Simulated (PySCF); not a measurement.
# [Dy(H2O)]3+ at several levels of theory

Computed with PySCF 2.14.0 (density fitting, no spin-orbit coupling) at the geometry relaxed with PBE:

```xyz
4
[Dy(H2O)]3+ (singlet in the valence; each metal's 4f electrons, 9 of them, lie in its core potential, out of spins and levels)
Dy    0.0000    0.0000   -0.0707
O     0.0000    0.0000    2.1069
H     0.7902    0.0000    2.7455
H    -0.7902    0.0000    2.7455
```

```json
{"level": "PBE", "basis": "Dy lcecp-1-SVP with ECP55, O def2-SVP, H def2-SVP", "state": "singlet", "HOMO (eV)": "-26.55", "gap (eV)": "4.77", "charge on Dy1 (e)": "2.49", "population of f-type functions on Dy1 (polarisation alone where 4f lies in the core)": "0.02", "dipole about the centre of mass (D)": "3.75", "largest force component (eV/Å)": "0.00"}
{"level": "BLYP", "basis": "the same", "state": "singlet", "HOMO (eV)": "-26.44", "gap (eV)": "4.63", "charge on Dy1 (e)": "2.48", "population of f-type functions on Dy1 (polarisation alone where 4f lies in the core)": "0.02", "dipole about the centre of mass (D)": "3.76", "largest force component (eV/Å)": "0.19"}
{"level": "revPBE", "basis": "the same", "state": "singlet", "HOMO (eV)": "-26.49", "gap (eV)": "4.75", "charge on Dy1 (e)": "2.49", "population of f-type functions on Dy1 (polarisation alone where 4f lies in the core)": "0.02", "dipole about the centre of mass (D)": "3.70", "largest force component (eV/Å)": "0.21"}
{"level": "B3LYP", "basis": "the same", "state": "singlet", "HOMO (eV)": "-27.88", "gap (eV)": "6.78", "charge on Dy1 (e)": "2.53", "population of f-type functions on Dy1 (polarisation alone where 4f lies in the core)": "0.02", "dipole about the centre of mass (D)": "3.45", "largest force component (eV/Å)": "0.43"}
{"level": "PBE", "basis": "Dy lcecp-1-TZVP with ECP55, O def2-TZVP, H def2-TZVP", "state": "singlet", "HOMO (eV)": "-26.55", "gap (eV)": "4.74", "charge on Dy1 (e)": "2.58", "population of f-type functions on Dy1 (polarisation alone where 4f lies in the core)": "0.02", "dipole about the centre of mass (D)": "3.77", "largest force component (eV/Å)": "0.24"}
```

In the lcecp rows the 4f levels are missing from HOMO and gap, and the state counts the valence alone.

Charges are Mulliken's, which hang on the basis. The relaxation used the grid (50, 194), these runs (75, 302) or, all-electron (x2c bases, spin-free X2C Hamiltonian), (99, 590).

**Question.** What does BP86 with Dy lcecp-1-SVP with ECP55, O def2-SVP, H def2-SVP give here?

**Answer.** state singlet, HOMO (eV) -26.64, gap (eV) 4.95, charge on Dy1 (e) 2.49, population of f-type functions on Dy1 (polarisation alone where 4f lies in the core) 0.02, dipole about the centre of mass (D) 3.71, largest force component (eV/Å) 0.04. Time: 1.2 s on 2 threads of Intel(R) Xeon(R) 6975P-C (Granite Rapids), with other jobs on the host, from an already converged density.

In the first row's basis the gap widens with exact exchange: 4.6 to 4.9 eV for BLYP, revPBE, PBE, BP86 (none); 6.8 eV for B3LYP (a fixed share).

An lcecp potential fixes the number of 4f electrons, so in runs with it no electron can move into or out of that shell.
